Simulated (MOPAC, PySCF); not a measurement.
C$_{6}$H$_{6}$, SMILES `C#C/C=C/C=C`, neutral singlet in the gas phase. 

Cartesian coordinates (Å):
SMILES: C#C/C=C/C=C
```xyz
12

C      3.2167    -0.9937    -0.5243
C      2.0568    -0.9319    -0.2066
C      0.6970    -0.8940     0.1751
C     -0.0800     0.2024     0.1056
C     -1.4686     0.2233     0.5003
C     -2.2476     1.3067     0.4350
H      4.2395    -1.0409    -0.8063
H      0.2723    -1.8226     0.5460
H      0.3469     1.1286    -0.2653
H     -1.8823    -0.7109     0.8696
H     -3.2843     1.2794     0.7412
H     -1.8663     2.2537     0.0717
```
Charge 0, multiplicity 1.

All levels are single points at this geometry (B3LYP-D3(BJ)/def2-TZVP); Pople sets use spherical d functions. Orbital energies aren't observables, and empty levels follow the basis.

BP86/6-31G* in PySCF gives HOMO (eV) = -5.36.

Task: Estimate the HOMO (eV) from each of these levels: PBE-D3(BJ)/def2-TZVP in PySCF; ωB97X-D3(BJ)/def2-TZVP in PySCF; SVWN5/6-31G* in PySCF; HF/3-21G in PySCF; HF/6-31G* in PySCF; HF/STO-3G in PySCF; PM3 in MOPAC; PM7 in MOPAC.

Result: 
| level | HOMO (eV) |
|---|---|
| PBE-D3(BJ)/def2-TZVP in PySCF | -5.64 |
| ωB97X-D3(BJ)/def2-TZVP in PySCF | -8.69 |
| SVWN5/6-31G* in PySCF | -5.43 |
| HF/3-21G in PySCF | -8.34 |
| HF/6-31G* in PySCF | -8.24 |
| HF/STO-3G in PySCF | -6.63 |
| PM3 in MOPAC | -9.12 |
| PM7 in MOPAC | -9.33 |
